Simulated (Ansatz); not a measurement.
`F[CH2][GaH][SH]` + `C=CC` → `C/C=[CH]\[GaH][SH]` + `CF`  (formal exchange of groups at a Ga–C bond)

Isolated molecules relaxed with PBE0-D4/def2-TZVP in Ansatz; ΔE leaves out vibrations. CBS: MP2 limit from def2 TZ/QZ plus the TZ coupled-cluster correction, frozen cores. This one scheme is used for every species. DFT in def2-TZVPP. B3LYP here is the variant with VWN-RPA as its local correlation; programs differ in this. For Ga outer-core shells are correlated without core-valence functions, which leaves a few kJ/mol of doubt a bond. Scalar relativity is left out up to krypton. Each species was taken in one conformer, which may not be the lowest.

`F[CH2][GaH][SH]`:

Z-matrix (Å, degrees):
```
C
Ga 1 1.990
F 1 1.391 2 110.8
H 1 1.095 2 111.2 3 -120.2
H 1 1.095 2 111.2 3 120.2
S 2 2.191 1 115.4 3 0.0
H 2 1.560 1 125.8 3 -179.9
H 6 1.345 2 92.6 1 -0.0
```

`C=CC`:

Cartesian coordinates in Å:
```
C -0.820 1.025 -0.444
C 0.185 0.161 -0.486
C 0.504 -0.833 0.577
H -1.499 1.062 0.402
H -1.000 1.725 -1.251
H 0.839 0.161 -1.356
H 0.473 -1.854 0.181
H 1.516 -0.680 0.966
H -0.198 -0.767 1.410
```

`C/C=[CH]\[GaH][SH]`:

Z-matrix (Å, degrees):
```
C
C 1 1.489
H 1 1.095 2 110.7
H 1 1.095 2 110.4 3 -117.4
H 1 1.091 2 112.5 3 121.6
C 2 1.335 1 127.3 3 -119.4
H 2 1.092 1 114.4 3 61.5
Ga 6 1.946 2 128.0 1 -0.0
H 6 1.090 2 116.4 1 -177.8
S 8 2.210 6 122.3 2 40.1
H 8 1.563 6 124.4 2 -142.8
H 10 1.343 8 95.5 6 3.0
```

`CF`:

Z-matrix (Å, degrees):
```
C
F 1 1.376
H 1 1.092 2 109.1
H 1 1.092 2 109.1 3 -120.0
H 1 1.092 2 109.1 3 120.0
```

| level | ΔE (kcal/mol) | difference from CCSD(T)/CBS |
| --- | --- | --- |
| PBE-D4 | -3.9 | 1.3 |
| r2SCAN-D4 | -4.1 | 1.1 |
| ωB97M-V | -3.9 | 1.3 |
| B2PLYP | -4.2 | 1.0 |
| PBE | -2.8 | 2.4 |
| r2SCAN | -3.7 | 1.5 |
| PBE0 | -3.7 | 1.5 |
| B3LYP | -2.8 | 2.4 |
| HF/def2-TZVPP | -4.7 | 0.5 |
| MP2/def2-TZVPP | -6.5 | -1.3 |
| CCSD(T)/def2-TZVPP | -5.5 | -0.3 |
| HF/def2-QZVPP | -4.7 | 0.5 |
| MP2/def2-QZVPP | -6.4 | -1.2 |
| HF/CBS(def2) | -4.7 | 0.5 |
| MP2/CBS(def2) | -6.3 | -1.1 |
| CCSD/CBS(def2) | -4.9 | 0.3 |
| CCSD(T)/CBS | -5.2 | 0 |

Largest T1 diagnostic among the species: 0.013.

From PBE to PBE0 (25 % exact exchange), in def2-TZVPP and without D4, ΔE moves by −0.8 kcal/mol. The D4 term adds −1.7 kcal/mol with B3LYP and −1.0 kcal/mol with PBE0; it sums over pairs of atoms, weighted by their polarisabilities, and B3LYP, whose exchange is more repulsive, gets the larger term. In def2-TZVPP, CCSD(T) changes the Hartree–Fock value by −0.8 kcal/mol (the triples alone add −0.4 kcal/mol) and MP2 by −1.8 kcal/mol.
